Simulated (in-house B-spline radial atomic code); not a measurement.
I⁷⁺. Computed with a B-spline radial atomic code. Model: all-electron spherical atom, spin shells full or empty, radial basis limit, no spin-orbit coupling: exact exchange with a local potential (Slater, KLI or optimised effective potential, whose far tail is KLI's), no correlation.

Exchange potential has not reached -1/r at the last radius.

The run also made RPA and GW results, which its time includes.

The Slater potential averages the orbital exchange potentials with the orbital densities as weights, KLI adds orbital constants, and the optimised effective potential minimises the exact-exchange energy among local potentials. So their energies lie above Hartree-Fock in the order OEP, KLI, Slater. All fall off as −1/r, unlike LDA and GGA exchange.

Command:
```bash
python run_gw.py task.json out
```
Settings (lengths in bohr, energies in hartree):
```
Z                      53
electrons              46
configuration          [Kr] 4d10
hamiltonian            nr
method                 kli
lmax                   9
spin_polarised         False
box_radius             8.41
intervals              72
```

Cost of the run: 6.6 s on 1 thread of Arm Neoverse N1, with other jobs on the host.

Given: hamiltonian non-relativistic; mean-field start exchange-only KLI.

Computed: energy above Hartree-Fock 19.151 millihartree; virial ratio -E/T less 1 0.000312.

```
radius (bohr)  r times exchange potential (hartree bohr)
     0.000943                                  -0.039629
      0.00117                                  -0.049111
      0.00145                                  -0.060764
      0.00179                                  -0.074824
      0.00222                                  -0.092448
      0.00275                                   -0.11388
       0.0034                                   -0.13966
      0.00421                                   -0.17088
      0.00522                                   -0.20822
      0.00646                                   -0.25138
        0.008                                   -0.30056
      0.00991                                   -0.35444
       0.0123                                   -0.41074
       0.0152                                   -0.46327
       0.0188                                   -0.50708
       0.0233                                   -0.53518
       0.0289                                   -0.54386
       0.0357                                   -0.54532
       0.0443                                   -0.57796
       0.0548                                   -0.67141
       0.0679                                   -0.80138
       0.0841                                   -0.91546
        0.104                                   -0.97355
        0.129                                   -0.96959
         0.16                                          ?
        0.198                                    -1.1529
        0.245                                    -1.3533
        0.303                                    -1.4317
        0.375                                    -1.3108
        0.465                                     -1.097
        0.576                                    -1.2582
        0.713                                    -1.5632
        0.883                                    -1.6957
         1.09                                          ?
         1.35                                    -1.4581
         1.68                                    -1.2743
         2.08                                    -1.1498
```

(1) What belongs in the row 0.16?

(2) What belongs in the row 1.09?

```
occupied  level (hartree)  Hartree-Fock level (hartree)
      1s          -1166.4                       -1180.6
      2s           -179.1                       -184.29
      2p          -168.52                       -173.01
      3s           -39.21                       -41.247
      3p                ?                             ?
      3d                ?                             ?
      4s           -9.865                       -10.485
      4p          -8.3056                       -8.7188
      4d          -5.6305                       -5.6356
```

(3) What belongs in the row 3p?

(4) What belongs in the row 3d?

```tsv
empty	level (hartree)
5s	-3.7477
5p	-3.2651
4f	?
5d	-2.4852
```

(5) What belongs in the row 4f?

## Answers

(1) r times exchange potential (hartree bohr): -0.99093.

(2) r times exchange potential (hartree bohr): -1.6335.

(3) level (hartree): -34.772; Hartree-Fock level (hartree): -36.44.

(4) level (hartree): -26.537; Hartree-Fock level (hartree): -27.613.

(5) level (hartree): -2.7435.

The highest level, 4d, differs from Hartree-Fock by +0.14 eV and the deepest, 1s, by +384 eV: a local potential can match the highest level but can't give each shell its own exchange.
